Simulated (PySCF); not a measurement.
BeH3N. Atoms are numbered in the order given.

```xyz
5

Be     0.0000     0.0000    -0.9552
H      0.0000     0.0000    -2.2883
N      0.0000     0.0000     0.5482
H      0.0000     0.8219     1.1359
H      0.0000    -0.8219     1.1359
```
Charge 0, spin multiplicity 1.

The structure is a stationary point at TPSSh-D3(BJ)/def2-TZVPD.

Calculation: r2SCAN/def2-TZVPD (PySCF).

Mulliken values depend strongly on the basis, most of all with diffuse functions as here. ESP charges are fitted to the potential on shells at 1.4 to 2.0 van der Waals radii. Atomic charges (e):

```json
[
 {"atom": "Be1", "ESP fit": "[?]", "Mulliken": "0.01", "IAO": "1.34"},
 {"atom": "H2", "ESP fit": "[?]", "Mulliken": "-0.05", "IAO": "-0.53"},
 {"atom": "N3", "ESP fit": "[?]", "Mulliken": "-0.41", "IAO": "-1.35"},
 {"atom": "H4", "ESP fit": "[?]", "Mulliken": "0.22", "IAO": "0.27"},
 {"atom": "H5", "ESP fit": "[?]", "Mulliken": "0.22", "IAO": "0.27"}
]
```

Task: Some entries are withheld; supply them. (The exact figures need the calculation; the answer reports its results.)

Result: 
- Be1, ESP fit: 0.83
- H2, ESP fit: -0.37
- N3, ESP fit: -1.33
- H4, ESP fit: 0.44
- H5, ESP fit: 0.44
